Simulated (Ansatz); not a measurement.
Program: Ansatz. Geometries: PBE0-D4/def2-TZVP. ΔE: electronic, gas phase. CBS: MP2 limit from def2 TZ/QZ plus the TZ coupled-cluster correction, frozen cores. This one scheme is used for every species. DFT in def2-TZVPP. B3LYP here is the variant with VWN-RPA as its local correlation; programs differ in this. For Se outer-core shells are correlated without core-valence functions, which leaves a few kJ/mol of doubt a bond. Scalar relativity is left out up to krypton. Each species was taken in one conformer, which may not be the lowest.

Consider the ligand exchange at the Si–Se bond: `C[SiH2][SiH2][SeH]` + `BS` → `BS[SiH2][SiH2]C` + H₂Se.

```
          level  ΔE (kJ/mol)
      r2SCAN-D4         13.2
        PBE0-D4         13.5
       B3LYP-D4         12.1
         r2SCAN         14.3
          B3LYP         16.3
 MP2/def2-TZVPP         12.3
CCSD/def2-TZVPP         13.6
  MP2/CBS(def2)         13.1
```

Task: What does CCSD(T)/CBS give? (Best estimate.)

Result: Ansatz gave: +13.2 kJ/mol. The listed levels differ from it by 0.0, 0.3, -1.1, 1.1, 3.1, -0.9, 0.4, -0.1 kJ/mol.

Largest T1 diagnostic among the species: 0.015.

The D4 term adds −4.2 kJ/mol with B3LYP and −2.5 kJ/mol with PBE0; it sums over pairs of atoms, weighted by their polarisabilities, and B3LYP, whose exchange is more repulsive, gets the larger term. In def2-TZVPP, CCSD(T) changes the Hartree–Fock value by −4.8 kJ/mol (the triples alone add −1.2 kJ/mol) and MP2 by −4.9 kJ/mol.
